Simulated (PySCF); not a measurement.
[BrCl2]+, singlet: structure and spectrum

Method: PySCF, PBE0, basis Br def2-TZVP, Cl def2-TZVP (no relativity, density fitting).

The structure is a minimum.

Z-matrix (Å, degrees; charge 1 multiplicity 1):
```
Br
Cl 1 2.1007
Cl 1 2.1007 2 105.88
```

```json
{
  "Point group": "C2v",
  "Bond lengths": "Br–Cl 2.101 Å (×2)",
  "Bond angles": "Cl–Br–Cl 105.9°",
  "Principal quadrupole moments (Buckingham, traceless) about the centre of mass": "-8.98, -0.04, 9.02 D Å",
  "Enthalpy at 298.15 K above 0 K": "12.94 kJ/mol",
  "Heat capacity Cp at 298.15 K": "52.6 J/(mol K)",
  "Lowest empty level": "-10.34 eV",
  "Rotational constants": "0.2836, 0.08578, 0.06586 cm⁻¹",
  "Dipole moment about the centre of mass": "0.25 D",
  "Highest occupied level": "-14.82 eV",
  "Principal polarisabilities": "24.8, 36.9, 65.4 bohr³",
  "Entropy at 298.15 K and 1 bar": "293.2 J/(mol K)",
  "Zero-point energy": "6.3 kJ/mol",
  "Rotational symmetry number": "2"
}
```

Harmonic modes (masses in u: Br 78.918, Cl 34.969):
```tsv
symmetry	ω (cm⁻¹)	IR (km/mol)	type
a1	164	0.4	bend
b2	442	23.8	stretch
a1	453	0.6	stretch
```

In C2v the vibrations span 2a1 + b2. Here b1 is antisymmetric to the molecular plane and b2 lies in it.

Charges (e):
| atom | Mulliken | Löwdin | polar tensor | Mayer order to Br1 |
| --- | --- | --- | --- | --- |
| Br1 | 0.66 | 0.48 | 0.89 | – |
| Cl2,3 | 0.17 | 0.26 | 0.06 | 1.19 |

Mulliken populations on Br1: s 7.93, p 16.14, d 10.24, f 0.03.

Counting electrons, bromine keeps 4 of its valence electrons outside its bonds, so the VSEPR class is AX2E2 and the expected shape is bent (C2v), as computed.

This need not be the most stable arrangement of these atoms.

The final relaxation and frequency run took of the order of 50 core-seconds on a shared host.
